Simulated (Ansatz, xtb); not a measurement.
## CH4NSn−: where a starting geometry ends

The starting geometry of this gas-phase singlet was built from a drawn formula by distance geometry and a force field; its bonds are those of `[N-]=[CH][SnH3]`.

```xyz
7

C    -0.7763   -1.0972   -0.3529
N    -0.2752   -1.8336   -1.2581
Sn   -0.4572    1.0021   -0.3283
H    -1.3684   -1.5861    0.4339
H    -1.0609    1.6876   -1.8239
H    -1.2714    1.7115    1.0197
H     1.2897    1.3230   -0.1739
```

Q: Where would you expect an optimisation with r2SCAN-D4/def2-SVPD to take it?

A: It falls apart into H3Sn + CHN (formulas without charges). Contacts that open: C1–Sn3 (2.12 → 3.84 Å).

The energy falls by 1.50 eV over 26 steps:

```csv
step,E − E(last) (eV)
1,1.503
4,0.687
7,0.426
9,0.285
12,0.104
15,0.045
18,0.003
20,0.001
23,0.000
26,0.000
```

Final geometry (Å):

```xyz
7

C    -0.7543   -2.4013   -0.6874
N    -0.8383   -3.5486   -0.8398
Sn   -0.4689    1.3919   -0.1955
H    -0.6723   -1.2895   -0.5405
H    -1.0272    2.5713   -1.4180
H    -1.2552    2.2611    1.1547
H     1.0965    2.2224    0.0433
```

From the same start GFN2-xTB reaches the same bonding as this run.

No frequencies were run, so the end isn't proven a minimum. Atoms past krypton carry core potentials, without spin–orbit terms. Run with Ansatz 0.2.0, 54 s on 2 threads of Arm Neoverse V2, with other jobs on the host.
